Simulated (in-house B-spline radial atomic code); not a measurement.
Values are calculated unless marked as measured or tabulated.
**Making a Troullier-Martins p channel for I, r_c = 1.79 bohr**

I, [Kr] 4d10 5s2 5p5, non-relativistic PBE, spherical and spin-unpolarised, from an all-electron radial atomic-structure program (B-spline basis) (atomic units). The all-electron 5p level is ε = -0.262616 hartree, its outermost node lies just inside 0.98 bohr and its outer maximum at 2.06 bohr.

Inside r_c the pseudo-orbital is u(r) = r^2 exp(p(r)), with p = c0 + c2 r² + c4 r⁴ + … + c12 r¹². The seven coefficients follow from p and its first four derivatives at r_c, from zero curvature of the screened potential at the origin, c4 = −c2²/(2l + 5), and from the norm inside r_c. At r_c the all-electron orbital has P = 0.6831179, P' = 0.2421873, the screened potential V = -1.400954, V' = 1.862989, V'' = -3.307377, and the norm inside is Q = 0.2223116.

Q: What are p, p' and p'' at r_c?

A: p = ln(P/r_c^2) = ln(0.6831179/3.2041) = -1.54552. p' = P'/P − 2/r_c = 0.35453 − 1.11732 = -0.76279. The radial equation gives p'' = 2(V − ε) − 2(2) p'/r_c − p'² = -2.27668 − (-1.70455) − 0.58184 = -1.15397. Differentiating, p''' = 2V' + 2(2)p'/r_c² − 2(2)p''/r_c − 2p'p'' = 3.592, and p'''' = 2V'' − 4(2)p'/r_c³ + 4(2)p''/r_c² − 2(2)p'''/r_c − 2p''² − 2p'p''' = -13.642.

For a trial c2 the five matching conditions are linear in c0, c6, c8, c10 and c12, and c2 is varied until the norm inside r_c equals Q. The root nearest zero gives:

```tsv
n	c_n
0	-1.119663
2	-0.2330049
4	-0.007755897
6	0.1323354
8	-0.07952474
10	0.01742059
12	-0.001343825
```

Q: Check c4 and p(r_c), and find the screened pseudopotential at the origin.

A: −c2²/7 = -0.0077559, as listed. The terms c_n r_c^n are -1.11966, -0.74657, -0.07962, 4.35306, -8.38159, 5.88292, -1.45405, which sum to -1.54552. Inverting the radial equation, V_l(r) = ε + 2 p'/r + (p'' + p'²)/2, so V_l(0) = ε + (2l + 3) c2 = -0.262616 + 5 × (-0.233005) = -1.4276 hartree, finite where the all-electron potential diverges.

Orbitals and screened potentials:

```tsv
r (bohr)	P	u	V all-electron	V pseudo
0.179	0.1631	0.01038	-151.0	-1.424
0.448	-0.1689	0.06255	-31.95	-1.312
0.716	-0.3025	0.1501	-12.5	-0.9108
0.985	0.01386	0.2674	-6.019	-0.4485
1.253	0.3494	0.4154	-3.347	-0.5955
1.522	0.5723	0.5761	-2.062	-1.393
1.79	0.6831	0.6831	-1.401	-1.401
```

Logarithmic derivatives P'/P at R = 2.09 bohr, for energies E around ε:

```csv
E − ε (hartree),all-electron,pseudo
-0.5,0.578389,0.572832
-0.25,0.297773,0.295956
-0.1,0.105521,0.105176
0,-0.0351602,-0.0351564
0.1,-0.187771,-0.188221
0.25,-0.443758,-0.447287
0.5,-0.968329,-0.989781
```

Q: With P(R) = 0.7122349 and a norm of 0.3711648 inside R, what slope in energy does norm conservation fix?

A: d(P'/P)/dE = −2 × (norm inside R)/P(R)² = -1.4634 per hartree·bohr at E = ε, for both atoms, since orbital and norm agree at R. Differences over ±0.1 hartree give -1.4665 (all-electron) and -1.4670 (pseudo), which also hold third-order terms. Half a hartree below ε the two curves differ by -0.0056.
